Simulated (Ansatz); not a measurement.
The same ligand exchange along the group O, S, Se.

Computed with Ansatz on PBE0-D4/def2-TZVP structures; ΔE is electronic, products minus reactants. CCSD(T)/CBS is the MP2 limit (def2-TZVPP, def2-QZVPP) plus CCSD(T) − MP2 in def2-TZVPP, frozen cores. This one scheme is used for every species. For Se outer-core shells are correlated without core-valence functions, which leaves a few kJ/mol of doubt a bond. Scalar relativity is left out up to krypton. Each species was taken in one conformer, which may not be the lowest.

```csv
reaction,HF/CBS(def2) (kJ/mol),CCSD/CBS(def2) (kJ/mol)
`C[O][AlH2]` + `C=C=C=N` → `C=C=C=[N][AlH2]` + CH₃OH,21,24
`C[S][AlH2]` + `C=C=C=N` → `C=C=C=[N][AlH2]` + CH₃SH,-14,-1
`C[Se][AlH2]` + `C=C=C=N` → `C=C=C=[N][AlH2]` + `C[SeH]`,-4,10
```

**Question.** Give the CCSD(T)/CBS values in the same order. (Estimate.)

**Answer.** Ansatz gave: 23, 1, 11 kJ/mol.

Largest T1 diagnostic: 0.016, for `C=C=C=[N][AlH2]`.
